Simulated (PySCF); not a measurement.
## Steps of a relaxation of Dy(SH)3

Dy(SH)3 (singlet in the valence; each metal's 4f electrons, 9 of them, lie in its core potential, out of spins and levels; a saddle point, relaxed within its symmetry). PySCF 2.14.0, RKS PBE0, Dy lcecp-1-SVP with ECP55, S def2-SVP, H def2-SVP; non-relativistic Hamiltonian with scalar-relativistic core potentials where named; density fitting; no spin-orbit coupling. Origin of the start: template. Columns: position (Å) and force (eV/Å). Energies are counted from the last step; some of the 15 steps are shown. Forces carry noise of the integration grid, about 0.01 to 0.03 eV/Å.

Run from Python with OMP_NUM_THREADS=2. Where DIIS fails, smearing, a level shift and second-order steps follow.
It took 63 s on 2 threads of Intel(R) Xeon(R) Platinum 8488C (Sapphire Rapids) (shared host), from the converged density of the start.

```xyz
7
step 0  E = 0.341 eV
Dy    0.0000    0.0000   -0.0149     0.01    0.00    0.03
S     2.7051    0.0000   -0.0149    -0.93    0.00   -0.30
H     3.0351    0.0000    1.2851    -0.04    0.00    0.29
S    -1.3526    2.3427   -0.0149     0.46   -0.81   -0.30
H    -1.5176    2.6285    1.2851     0.02   -0.04    0.29
S    -1.3526   -2.3427   -0.0149     0.46    0.81   -0.30
H    -1.5176   -2.6285    1.2851     0.02    0.04    0.29
```

```xyz
7
step 5  E = 0.071 eV
Dy    0.0000    0.0000   -0.4608     0.00    0.00    0.07
S     2.5508    0.0000    0.0326    -0.08    0.00    0.15
H     2.6436    0.0000    1.3862    -0.10    0.00   -0.17
S    -1.2754    2.2091    0.0326     0.04   -0.07    0.14
H    -1.3218    2.2894    1.3862     0.05   -0.08   -0.17
S    -1.2754   -2.2091    0.0326     0.04    0.07    0.14
H    -1.3218   -2.2894    1.3862     0.05    0.08   -0.17
```

```xyz
7
step 9  E = 0.005 eV
Dy    0.0000    0.0000   -0.7217     0.00    0.00    0.04
S     2.4403    0.0000    0.0885     0.09    0.00   -0.04
H     2.1995    0.0000    1.4171    -0.04    0.00    0.03
S    -1.2202    2.1134    0.0885    -0.05    0.08   -0.04
H    -1.0998    1.9048    1.4171     0.02   -0.04    0.03
S    -1.2202   -2.1134    0.0885    -0.05   -0.08   -0.04
H    -1.0997   -1.9048    1.4171     0.02    0.04    0.03
```

**Question.** Where does the relaxation end?

**Answer.** It converges at step 14 in C3v:
```xyz
7
step 14  E = 0
Dy    0.0000    0.0000   -0.7164
S     2.4469    0.0000    0.0946
H     2.1291    0.0000    1.4093
S    -1.2234    2.1191    0.0946
H    -1.0646    1.8438    1.4093
S    -1.2234   -2.1191    0.0946
H    -1.0645   -1.8438    1.4093
```

**Question.** How did the contacts change?

**Answer.** 
| contact | start (Å) | end (Å) |
| --- | --- | --- |
| Dy1–S2 (SH) | 2.705 | 2.578 |
| Dy1–S4 (SH) | 2.705 | 2.578 |
| Dy1–S6 (SH) | 2.705 | 2.578 |


An lcecp potential fixes the number of 4f electrons, so in runs with it no electron can move into or out of that shell.
